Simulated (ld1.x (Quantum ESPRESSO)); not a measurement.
## phosphorus, TM: configuration errors across variants

| Quantity | Value |
| --- | --- |
| Element | P (Z = 15) |
| Generator | ld1.x (Quantum ESPRESSO) 7.5 |
| Type | norm-conserving Troullier–Martins (Kleinman–Bylander form) |
| Functional | PBE |
| Relativity | scalar-relativistic |
| Frozen core | [Ne] |
| Valence charge | 5 |
| Reference configuration | 3s1.75 3p3.25 |
| Partial waves | 3s (bound): rc 1.30 bohr; 3p (bound): rc 1.80 bohr; 3d channel at 0.4 Ry: rc 2.00 bohr |
| Local potential | the d channel |
| Core correction | a·sin(br)/r model core inside 1.35 bohr |

All-electron excitation energies from the reference (eV): (1) 3s2 3p3 -2.120; (2) 3s2 3p2 7.609; (3) 3s2 3p1 26.756; (4) 3s2 3p2.5 1.655; (5) 3s1 3p3 16.730; (6) 3s2 3p3.3 -3.427; (7) 3s0 3p5 15.080.

A true bound ghost makes a file unfit for plane-wave use even where its test errors are small: the radial tests pick states by their node count and pass the ghost by.

Errors AE − PS in meV (a dash: test not solved or not reliable):

| change | (1) | (2) | (3) | (4) | (5) | (6) | (7) | bound ghosts |
| --- | --- | --- | --- | --- | --- | --- | --- | --- |
| base | -0.1 | +1.6 | +17 | 0.0 | +1.2 | +0.2 | -6.2 | none |
| wave 3d channel at 0.4 Ry: rc 2.00 bohr becomes 3d channel at -0.16 Ry: rc 2.00 bohr | 0.0 | +1.8 | +18 | 0.0 | +1.6 | +0.3 | -6.1 | none |
| wave 3d channel at 0.4 Ry: rc 2.00 bohr becomes 3d channel at -0.07 Ry: rc 2.00 bohr | 0.0 | +1.8 | +18 | 0.0 | +1.5 | +0.3 | -6.1 | none |
| wave 3d channel at 0.4 Ry: rc 2.00 bohr becomes 3d channel at 0.01 Ry: rc 2.00 bohr | -0.1 | +1.7 | +17 | 0.0 | +1.5 | +0.3 | -6.1 | none |
| wave 3d channel at 0.4 Ry: rc 2.00 bohr becomes 3d channel at 0.51 Ry: rc 2.00 bohr | -0.1 | +1.5 | +16 | -0.1 | +1.1 | +0.2 | -6.2 | none |
| wave 3d channel at 0.4 Ry: rc 2.00 bohr becomes 3d channel at 1.17 Ry: rc 2.00 bohr | -0.1 | +1.2 | +14 | -0.1 | +0.4 | +0.2 | -6.4 | none |
| wave 3d channel at 0.4 Ry: rc 2.00 bohr becomes 3d channel at 2.2 Ry: rc 2.00 bohr | 0.0 | +4.0 | +29 | +0.3 | +5.9 | +0.5 | -5.1 | none |
| wave 3d channel at 0.4 Ry: rc 2.00 bohr becomes 3d channel at 5.89 Ry: rc 2.00 bohr | -0.3 | -17 | -80 | -3.1 | -39 | -2.4 | -18 | s, p |

Q: Give the same row for: wave 3d channel at 0.4 Ry: rc 2.00 bohr becomes 3d channel at 0.3 Ry: rc 2.00 bohr.

A: -0.1, +1.6, +17, 0.0, +1.3, +0.2, -6.1; bound ghosts: none.
